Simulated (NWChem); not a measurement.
HfH4S2; SMILES [SH][HfH2][SH]

```xyz
7

Hf    -0.4037     0.0022     0.0088
H     -1.5185     0.0455     1.4720
H     -1.4410    -0.0369    -1.5134
S      0.9457    -2.0089     0.0419
H      0.4383    -2.2545    -1.1975
S      0.8984     2.0524    -0.0013
H      2.0795     1.3894    -0.0456
```
Atoms are numbered in this order, from 1.

Results from NWChem. Geometry: optimised at PBE0/def2-SVP. def2 effective core potentials on Hf; no spin-orbit coupling. B3LYP is NWChem's, with the RPA form of VWN correlation. Vertical excitations in the gas phase; the lowest state need not have the same character in each row.

```csv
level,"lowest excitation, singlet (eV)",oscillator strength of that lowest state,orbital gap (eV)
"PBE/def2-SVP, TDA",(withheld),0.003,(withheld)
"B3LYP/def2-SVP, TDA",4.28,0.003,5.42
"PBE0/def2-SVP, TDA",4.37,0.002,5.89
"LDA (Slater exchange, VWN5)/def2-SVP, TDA",3.72,0.003,3.61
```

### Question
Fill in the missing entries.

### Answer

- PBE/def2-SVP, TDA, lowest excitation, singlet (eV): 3.86
- PBE/def2-SVP, TDA, orbital gap (eV): 3.79
